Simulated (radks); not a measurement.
Question: The gadolinium ion Gd2+, 62 electrons, occupied as [Xe] 4f7 5d1. Calculated with a radial shooting solver on a logarithmic mesh with Libxc functionals: scalar-relativistic Kohn-Sham, PBEsol, spin-unpolarised, spherical densities, point nucleus. Some entries of the table are withheld. Estimate them.

| orbital | occ. | eigenvalue (hartree) | <1/r> (bohr^-1) |
|---|---|---|---|
| 1s | 2 | (1) | 71.64 |
| 2s | 2 | -304.4191 | (2) |
| 2p | 6 | -270.9798 | 15.52 |
| 3s | 2 | -67.87288 | (3) |
| 3p | 6 | -57.51556 | 5.732 |
| 3d | 10 | (4) | 5.440 |
| 4s | 2 | -14.06657 | 2.571 |
| 4p | 6 | -10.65218 | 2.363 |
| 4d | 10 | (5) | 2.083 |
| 5s | 2 | -2.33525 | 0.9966 |
| 5p | 6 | -1.50664 | 0.8421 |
| 4f | 7 | -0.82669 | 1.525 |
| 5d | 1 | (6) | 0.5460 |

Answer: 
(1) 1s eigenvalue (hartree): -1841.064
(2) 2s <1/r> (bohr^-1): 16.62
(3) 3s <1/r> (bohr^-1): 6.097
(4) 3d eigenvalue (hartree): -43.83959
(5) 4d eigenvalue (hartree): -5.93037
(6) 5d eigenvalue (hartree): -0.55634
